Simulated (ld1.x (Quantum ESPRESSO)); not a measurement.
# silicon: excitation energies, all-electron against TM

Si (Z = 14), norm-conserving Troullier–Martins (Kleinman–Bylander form), made with ld1.x (Quantum ESPRESSO) 7.5 (PBEsol, scalar-relativistic). Core [Ne], reference 3s2 3p0.5 (charge +1.5). Waves: 3p (bound): rc 1.95 bohr; 3s (bound): rc 1.25 bohr. Local part: the s channel. Core correction: none.

Energies are relative to the spin-unpolarised reference configuration 3s2 3p0.5; without spin polarisation the order of configurations can differ from experiment.

```csv
valence configuration,charge,ΔE all-electron (eV),error AE − PS (meV)
3s2 3p2,0,-14.587,+14
3s2 3p1,+1,-6.875,+3.0
3s2 3p0,+2,9.089,+4.2
3s0 3p4,0,-0.851,+65
3s1 3p0,+3,42.988,+51
3s2 3p2.3,-0.3,-15.511,+17
```

(1) What are ΔE and the potential's error for 3s1 3p2?

## Answers

(1) ΔE = 0.534 eV all-electron; the error (AE − PS) is +13 meV.
